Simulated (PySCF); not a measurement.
CH₁₁NSi₃, SMILES C[SiH2]N[SiH2][SiH3]. Atoms are numbered in the order given.

```xyz
16

C     -2.3571     1.0426     0.7614
Si    -1.9966    -0.3852    -0.4005
N     -0.3681    -0.3701    -1.0347
Si     1.0854    -0.9287    -0.2503
Si     2.2777     0.8700     0.6836
H     -3.3887     0.9889     1.1447
H     -2.2323     2.0102     0.2505
H     -1.6713     1.0240     1.6233
H     -2.9365    -0.3295    -1.5637
H     -2.1796    -1.6737     0.3353
H     -0.2299     0.1897    -1.8721
H      1.9707    -1.6675    -1.2072
H      0.6654    -1.8615     0.8406
H      1.4311     1.5498     1.7154
H      3.5605     0.4428     1.3268
H      2.5983     1.8766    -0.3790
```
Charge 0, spin multiplicity 1.

The structure is a stationary point at PBE0-D3(BJ)/def2-SVP. This is a generated structure with no PubChem entry under its InChIKey; it may be hypothetical. One conformer was computed; it need not be the lowest.

Two levels are set side by side: PBE/pcSseg-1 (PySCF) and B3LYP/pcSseg-1 (PySCF). GIAO shifts against NH3 (¹⁵N), TMS (²⁹Si), TMS (¹H), TMS (¹³C) at the same level; non-relativistic, no solvent, atoms listed together averaged. Differences are taken from unrounded values.

```
quantity                       B3LYP
----------------------------  ------
δ(¹³C) of C1 (ppm)               4.6
δ(²⁹Si) of Si2 (ppm)           -24.9
δ(¹⁵N) of N3 (ppm)              12.2
δ(²⁹Si) of Si4 (ppm)           -42.8
δ(²⁹Si) of Si5 (ppm)          -105.0
δ(¹H) of H9, H10 (ppm)          4.96
δ(¹H) of H11 (ppm)             -0.51
δ(¹H) of H14, H15, H16 (ppm)    3.62
```

What does PBE give, and how far is it from B3LYP? (Estimate from the structure and the level; the computed values follow.)


```
quantity                         PBE  PBE minus B3LYP
----------------------------  ------  ---------------
δ(¹³C) of C1 (ppm)               4.5             -0.1
δ(²⁹Si) of Si2 (ppm)           -21.9              3.0
δ(¹⁵N) of N3 (ppm)              15.5              3.3
δ(²⁹Si) of Si4 (ppm)           -42.4              0.5
δ(²⁹Si) of Si5 (ppm)          -111.4             -6.3
δ(¹H) of H9, H10 (ppm)          5.22             0.26
δ(¹H) of H11 (ppm)             -0.48             0.03
δ(¹H) of H14, H15, H16 (ppm)    3.75             0.13
```

Rough cost on one machine, each run with all the roots and properties that it gave: B3LYP against PBE within a factor of 2.
